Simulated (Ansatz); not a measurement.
The same germylene extrusion along the group Si, Ge, Sn.

Program: Ansatz. Geometries: PBE0-D4/def2-TZVP. ΔE: electronic, gas phase. CCSD(T)/CBS adds triple-zeta CCSD(T) − MP2 to the extrapolated MP2 energy (def2 sets, frozen cores). This one scheme is used for every species. DFT in def2-TZVPP. Elements past krypton have def2 core potentials. For Br, Ge, Sn outer-core shells are correlated without core-valence functions, which leaves a few kJ/mol of doubt a bond. Scalar relativity is left out up to krypton.

```json
{"reaction": "`Cl[Si](Cl)(Br)Br` → `Br[Si]Br` + Cl₂", "ωB97M-V (kcal/mol)": "116.4", "MP2/CBS(def2) (kcal/mol)": "127.9", "HF/CBS(def2) (kcal/mol)": "116.9", "CCSD(T)/CBS(def2) (kcal/mol)": "118.6"}
{"reaction": "`[Cl][Ge]([Cl])([Br])[Br]` → `[Br][Ge][Br]` + Cl₂", "ωB97M-V (kcal/mol)": "81.7", "MP2/CBS(def2) (kcal/mol)": "89.2", "HF/CBS(def2) (kcal/mol)": "83.9", "CCSD(T)/CBS(def2) (kcal/mol)": "82.2"}
{"reaction": "`[Cl][Sn]([Cl])([Br])[Br]` → `[Br][Sn][Br]` + Cl₂", "ωB97M-V (kcal/mol)": "70.0", "MP2/CBS(def2) (kcal/mol)": "75.2", "HF/CBS(def2) (kcal/mol)": "73.2", "CCSD(T)/CBS(def2) (kcal/mol)": "72.1"}
```

Largest T1 diagnostic: 0.011, for `[Br][Sn][Br]`.
